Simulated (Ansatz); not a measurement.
`SB[O][AlH][Cl]` → Al• + B• + Cl• + 3 H• + O• + S•  (atomization)

Computed with Ansatz on PBE0-D4/def2-TZVP structures; ΔE is electronic, products minus reactants. CBS: MP2 limit from def2 TZ/QZ plus the TZ coupled-cluster correction, frozen cores. This one scheme is used for every species, atoms too. DFT in def2-TZVPP. Open shells (•) are unrestricted, without spin–orbit coupling. Spin–orbit coupling would lower the free atoms: a little for Al, B, Cl, O, S. One conformer a species, not always the lowest.

**Question.** What is ΔE at CCSD(T)/CBS? (Best estimate.)

**Answer.** Computed: +2894.8 kJ/mol.

**Question.** What do these levels give: LDA (SPW92), PBE-D4, revPBE-D4, r2SCANh-D4, ωB97M-V, revPBE, MP2/def2-SVP, CCSD/def2-SVP, SCS-MP2/def2-TZVPP, CCSD(T)/def2-TZVPP, HF/def2-QZVPP, CCSD/CBS(def2)? (An estimate is asked.)

**Answer.** The calculation gave: LDA (SPW92) 3278.7, PBE-D4 2924.2, revPBE-D4 2848.6, r2SCANh-D4 2904.7, ωB97M-V 2914.7, revPBE 2798.9, MP2/def2-SVP 2796.3, CCSD/def2-SVP 2695.6, SCS-MP2/def2-TZVPP 2861.2, CCSD(T)/def2-TZVPP 2812.0, HF/def2-QZVPP 2195.7, CCSD/CBS(def2) 2848.9 kJ/mol.

**Question.** What do rigid-rotor, harmonic-oscillator terms from PBE0-D4/def2-TZVP frequencies (298.15 K, 1 bar) make of the CCSD(T)/CBS value? (Best estimate.)

**Answer.** The calculation gave: ΔZPE = -94.8 kJ/mol, ΔH = +2827.4 kJ/mol, ΔS = 784 J/(mol·K), ΔG = +2593.6 kJ/mol. Open shells count their whole term as degenerate. Modes under 50 cm⁻¹ make the entropy rough.

Largest T1 diagnostic among the species: 0.018.

From BLYP to BHLYP (50 % exact exchange), in def2-TZVPP and without D4, ΔE moves by −44.0 kJ/mol: exact exchange takes away binding that semilocal exchange gives to molecules. At CCSD(T), def2-SVP lies −169.5 kJ/mol from the extrapolated value and def2-TZVPP −82.9 kJ/mol: correlation converges slowly with the basis, and small sets miss more of it in the bonded molecule than in its fragments.

For atomizations the MP2-based limit and the directly extrapolated one differ by several kJ/mol either way, and by 10 to 25 for some Ge, Se and Sn compounds, so smaller differences from it don't rank the levels.
